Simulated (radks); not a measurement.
Results of a calculation; reference values are marked as such.
Spherical quantum dot in the effective-mass picture: electrons in a hard-walled sphere of radius 5.15, all in effective atomic units (hartree* = m*/eps^2 hartree, bohr* = eps/m* bohr), one dielectric constant everywhere. Level of theory: non-relativistic Kohn-Sham, LDA (Slater exchange, Perdew-Wang correlation), spin-polarised, spherical densities (a radial shooting solver with Libxc functionals). Levels are named by radial order and angular momentum (1s, 1p, 1d, 2s, ...), and open shells are averaged over m. Each electron was tried in the lowest free levels, single moves between levels near the top were tried too, and the lowest total energy was kept; such a search can miss a lower state. At N = 1 the Hartree and exchange-correlation terms need not cancel, so that row can carry a self-interaction error.

N	open shells	2S	E (hartree*)	mu = E(N) - E(N-1) (hartree*)	addition energy mu(N+1) - mu(N) (hartree*)	e(HOMO) (hartree*)	rms radius (bohr*)
1	1s(up 1, down 0)	1	0.191777	0.19178	0.2935	0.31024	2.775
2	none	0	0.677064	0.48529	0.4016	0.60656	2.931
3	1p(up 1, down 0)	1	1.56390	0.88684	0.2373	1.0042	3.122
4	1p(up 2, down 0)	2	2.68802	1.1241	0.2417	1.2446	3.232
5	1p(up 3, down 0)	3	4.05387	1.3658	0.2994	1.4872	3.309
6	1p(up 3, down 1)	2	5.71907	1.6652	0.2323	1.7805	3.371
7	1p(up 3, down 2)	1	7.61653	1.8975	0.2356	2.0149	3.421
8	none	0	9.74957	2.1330	0.4236	2.2513	3.463
9	1d(up 1, down 0)	1	12.3062	2.5566	0.2302	2.6716	3.512
10	1d(up 2, down 0)	2	15.0931	2.7869	0.2310	2.9023	3.553
11	1d(up 3, down 0)	3	18.1109	3.0178	0.2314	3.1335	3.588
12	1d(up 4, down 0)	4	21.3601	3.2492	0.2315	3.3650	3.619
13	1d(up 5, down 0)	5	24.8408	3.4807	0.2877	3.5965	3.646
14	1d(up 5, down 1)	4	28.6092	3.7684	0.2266	3.8815	3.671
15	1d(up 5, down 2)	3	32.6042	3.9950	0.2274	4.1086	3.694
16	1d(up 5, down 3)	2	36.8266	4.2224	0.2279	4.3363	3.714
17	1d(up 5, down 4)	1	41.2769	4.4503	0.2281	4.5643	3.733
18	none	0	45.9552	4.6784	0.4549	4.7925	3.751
19	1f(up 1, down 0)	1	51.0885	5.1333	0.2249	5.2457	3.771
20	1f(up 2, down 0)	2	56.4467	5.3582	0.2251	5.4707	3.789
21	1f(up 3, down 0)	3	62.0300	5.5833	0.2252	5.6959	3.806
22	1f(up 4, down 0)	4	67.8384	5.8085	0.2252	5.9211	3.821
23	1f(up 5, down 0)	5	73.8721	6.0337	0.2252	6.1463	3.836
24	1f(up 6, down 0)	6	80.1311	6.2589	0.2252	6.3715	3.850
25	1f(up 7, down 0)	7	86.6152	6.4841	0.2799	6.5967	3.863
26	1f(up 7, down 1)	6	93.3792	6.7640	0.2225	6.8752	3.875
27	1f(up 7, down 2)	5	100.366	6.9865	0.2227	7.0978	3.887
28	1f(up 7, down 3)	4	107.575	7.2092	0.2229	7.3207	3.898
29	1f(up 7, down 4)	3	115.007	7.4321	0.2230	7.5436	3.908
30	1f(up 7, down 5)	2	122.662	7.6551	0.2230	7.7666	3.918
31	1f(up 7, down 6)	1	130.540	7.8781	0.2230	7.9896	3.928
32	none	0	138.641	8.1011	0.4908	8.2127	3.937
33	1g(up 1, down 0)	1	147.233	8.5920	0.2211	8.7025	3.947
34	1g(up 2, down 0)	2	156.046	8.8130	0.2211	8.9236	3.957
35	1g(up 3, down 0)	3	165.081	9.0341	-	9.1447	3.966

All shells are closed at N = 2, 8, 18, 32 (there: 1s2 1p6 1d10 1f14); the second difference of the energy has clear peaks (12 % above both neighbours; the first and last values, which can be the largest, are not judged, and half-filled shells can peak too) at N = 2, 5, 8, 13, 18, 25, 32.
